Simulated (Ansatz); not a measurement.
Isolated molecules relaxed with PBE0-D4/def2-TZVP in Ansatz; ΔE leaves out vibrations. CCSD(T)/CBS adds triple-zeta CCSD(T) − MP2 to the extrapolated MP2 energy (def2 sets, frozen cores). This one scheme is used for every species. DFT in def2-TZVPP. Elements past krypton have def2 core potentials. For Te outer-core shells are correlated without core-valence functions, which leaves a few kJ/mol of doubt a bond. Each species was taken in one conformer, which may not be the lowest.

Consider the ligand exchange at the Si–S bond: `COCS[SiH3]` + `CC[TeH]` → `CC[Te][SiH3]` + `COCS`.

(1) Is it downhill or uphill in electronic energy at CCSD(T)/CBS, and by how much? (Best estimate.)

(2) What do these levels give: ωB97M-V, B2PLYP, PBE0, CCSD/def2-TZVPP, SCS-MP2/def2-QZVPP, HF/CBS(def2)? (An estimate is asked.)

Largest T1 diagnostic among the species: 0.012.

Results:

(1) Ansatz gave: Downhill: ΔE = -3.5 kJ/mol.

(2) The calculation gave: ωB97M-V 0.6, B2PLYP -2.6, PBE0 -5.8, CCSD/def2-TZVPP -0.6, SCS-MP2/def2-QZVPP -3.3, HF/CBS(def2) -2.3 kJ/mol.
